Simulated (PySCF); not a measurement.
## Dipole moment and polarisability of `C=C[C@@H]1COBO[C@H]1F`

Compound: C₅H₈BFO₂.
Numbering: `[CH2:1]=[CH:2][C@@H:3]1[CH2:4][O:5][BH:6][O:7][C@H:8]1[F:9]` (hydrogens: H10, H11 on C1; H12 on C2; H13 on C3; H14, H15 on C4; H16 on B6; H17 on C8)

Cartesian coordinates in Å at the PBE0-D3(BJ)/def2-SVP level; atoms count from 1:
```
atom  x, y, z in Å
C1     1.787    0.759   -1.024
C2     1.232    0.852    0.184
C3     0.303   -0.143    0.820
C4     0.050   -1.406    0.012
O5    -0.724   -1.140   -1.141
B6    -1.595   -0.105   -1.144
O7    -1.775    0.710   -0.054
C8    -1.056    0.495    1.104
F9    -1.769   -0.348    1.916
H10    1.590   -0.084   -1.692
H11    2.457    1.539   -1.395
H12    1.450    1.736    0.797
H13    0.718   -0.435    1.801
H14    0.999   -1.859   -0.313
H15   -0.481   -2.141    0.638
H16   -2.237    0.122   -2.135
H17   -0.965    1.459    1.633
```

Level: PBE0/def2-SVPD (PySCF), static field, nuclei fixed, core orbitals frozen in the response. The polarisability tensor in these axes (au):

```
x   76.71  1.77 -4.50
y    1.77 70.22 -0.05
z   -4.50 -0.05 81.26
```

Q: Give the principal values, the mean and the anisotropy Δα = √{½[(α1 − α2)² + (α2 − α3)² + (α1 − α3)²]}.

A: Principal values 69.64, 74.46 and 84.09 au; mean 76.06 au = 11.27 Å³ = 12.54 × 10⁻⁴⁰ C²·m²/J; Δα = 12.75 au (17 % of the mean).

Q: What is the dipole moment, and where does it point?

A: (2.57, 0.30, 0.95) D, 2.76 D in size, pointing from the negative to the positive side. Measured along this direction, the outermost atoms are H16 at the negative end and H11 at the positive end.

Q: Sum over states: ᾱ = Σ f/ω², ω in Eh. What share falls to these 10 lowest TDDFT singlets (eV, f)? 7.08, 0.1361; 7.25, 0.0281; 7.36, 0.0034; 7.49, 0.0200; 7.64, 0.1317; 7.89, 0.0049; 7.95, 0.0088; 8.22, 0.0137; 8.26, 0.0128; 8.31, 0.0180.

A: They add up to 5.03 au, 6.6 % of the 76.06 au; the largest single term is 2.01 au, from the state at 7.08 eV. Terms in order: 2.01, 0.40, 0.05, 0.26, 1.67, 0.06, 0.10, 0.15, 0.14, 0.19 au. Higher excitations give the rest. The strengths listed sum to 0.377.

Q: Find the Langevin capture rate constant for NH4+ (18.034 u) meeting this molecule (130.060 u), k = 2.342 × 10⁻⁹ cm³/s × √(α in Å³ / reduced mass in u).

A: The reduced mass is 15.84 u, so k = 1.98 × 10⁻⁹ cm³/s. The formula leaves out the permanent dipole, which adds to the capture rate.

Q: Rayleigh depolarisation ratio (linearly polarised light, static tensor)?

A: ρ = 3Δα²/(45ᾱ² + 4Δα²) = 487.5/(260347 + 650.1) = 0.00187.

Q: Molar refractivity from α?

A: Lorentz–Lorenz: R = (4π/3)N_A α = 2.5225 cm³/(mol·Å³) × 11.27 Å³ = 28.4 cm³/mol, in the limit of long wavelengths.

The structure is a single PBE0-D3(BJ)/def2-SVP conformer in the gas phase; no vibrational or solvent corrections.

The run behind these numbers computed excited states and ΔSCF ions as well. The run took 4.7 min of wall time on one thread of an Arm Neoverse V2, no GPU, on a shared host, and the process peaked at 1.2 GiB of memory.
